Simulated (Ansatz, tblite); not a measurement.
Forces on Na₂S₂⁻ at its r2SCAN-D4/def2-TZVPD geometry. Charge -1, multiplicity 2.

The xTB rows come from tblite. Another isomer (doublet) lies 0.12 eV lower at PBE0-D4/def2-TZVPD.

GFN2-xTB (tblite), largest force 0.16 eV/Å:

```xyz
4
positions Å, forces eV/Å
Na    0.437   -0.837   -1.155    0.013   -0.071   -0.125
Na   -0.253    0.779    1.246   -0.052    0.085    0.105
S     0.869    1.725   -0.912    0.092    0.121   -0.055
S    -1.052   -1.667    0.821   -0.052   -0.135    0.074
```

BLYP-D4/def2-TZVPD (Ansatz), largest force 0.17 eV/Å:

```
Na 0.025 -0.045 -0.059
Na -0.010 0.043 0.067
S 0.066 0.132 -0.070
S -0.081 -0.130 0.062
```

r2SCAN-D4/def2-TZVPD (Ansatz), largest force 0.02 eV/Å:

```
Na 0.008 -0.009 -0.007
Na 0.003 0.008 0.013
S -0.006 0.000 -0.002
S -0.005 0.000 -0.004
```
